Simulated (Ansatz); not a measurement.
Relaxation of Cl₂F₄HMo (8 atoms, charge 0, multiplicity 2), to a largest force component of 0.03 eV/Å in at most 50 steps.

Method: UKS PBE/def2-SVP (Ansatz).

```xyz
8
Properties=species:S:1:pos:R:3
Mo 0.153 0.000 -0.026
F 0.468 0.000 1.761
Cl 2.422 0.000 -0.382
F 0.103 1.849 0.025
F -1.670 0.000 0.341
F 0.103 -1.849 0.025
Cl -0.273 0.000 -2.282
H -0.765 0.000 3.486
```

Problem. Where does it end, and by what steps?

Solution. It converged. The force dipped under the threshold on the way, but the program's further checks kept it going. After 14 steps the energy has fallen by 0.076 eV; H8 moved furthest, 0.74 Å.

```
step  energy less start (eV)  largest force component (eV/Å)  accepted
   0                  0.0000                           1.369       yes
   1                 -0.0395                           0.435       yes
   2                 -0.0526                           0.152       yes
   3                 -0.0601                           0.330       yes
   4                 -0.0682                           0.184       yes
   5                 -0.0729                           0.044       yes
   6                 -0.0742                           0.047       yes
   7                 -0.0746                           0.029       yes
   8                 -0.0749                           0.021       yes
   9                 -0.0750                           0.039       yes
  10                 -0.0750                           0.037       yes
  11                 -0.0756                           0.035       yes
  12                 -0.0751                           0.037        no
  13                 -0.0758                           0.011       yes
  14                 -0.0759                           0.006       yes
```

```xyz
8
Properties=species:S:1:pos:R:3
Mo 0.268 0.000 -0.044
F 0.839 0.000 1.724
Cl 2.450 0.000 -0.743
F 0.239 1.849 0.011
F -1.475 0.000 0.597
F 0.239 -1.849 0.011
Cl -0.523 0.000 -2.194
H -1.498 0.000 3.589
```

Whether the end is a true minimum wasn't checked by a vibrational analysis.

The run took 76 s on 4 threads of Arm Neoverse V2, on a shared host, peak memory 0.37 GiB.
